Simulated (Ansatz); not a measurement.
CH7BOSi can be A, `BO[SiH2]C`, or B, `BC[SiH2]O`.

Computed with Ansatz on PBE0-D4/def2-TZVP structures; ΔE is electronic, products minus reactants. CCSD(T)/CBS is the MP2 limit (def2-TZVPP, def2-QZVPP) plus CCSD(T) − MP2 in def2-TZVPP, frozen cores. Functionals use def2-TZVPP. Each species was taken in one conformer, which may not be the lowest.

(1) Which is lower in electronic energy at CCSD(T)/CBS, and by how much? (Best estimate.)

(2) Give E(B) − E(A) in kcal/mol with LDA (SPW92), CCSD(T)/def2-TZVPP, CCSD(T)/def2-SVP, PBE-D4, ωB97M-V, r2SCAN-D4, HF/def2-TZVPP. (An estimate is asked.)

(3) Does the order hold for the free energy at 298.15 K (harmonic terms from PBE0-D4)? (An estimate is asked.)

Largest T1 diagnostic: 0.012.

Results:

(1) Ansatz gave: A, by 29.5 kcal/mol.

(2) Computed: LDA (SPW92) 28.8, CCSD(T)/def2-TZVPP 29.8, CCSD(T)/def2-SVP 34.6, PBE-D4 28.3, ωB97M-V 29.6, r2SCAN-D4 29.3, HF/def2-TZVPP 32.7. None reverses the order clearly.

(3) Ansatz gave: Yes: G(B) − G(A) = +28.9 kcal/mol, for one conformer each. Modes under 60 cm⁻¹, often nearly free rotors, make the harmonic entropy too high.

At CCSD(T), def2-SVP lies +5.1 kcal/mol from the extrapolated value and def2-TZVPP +0.4 kcal/mol. In def2-TZVPP, CCSD(T) changes the Hartree–Fock value by −2.8 kcal/mol (the triples alone add −0.2 kcal/mol) and MP2 by −3.1 kcal/mol.
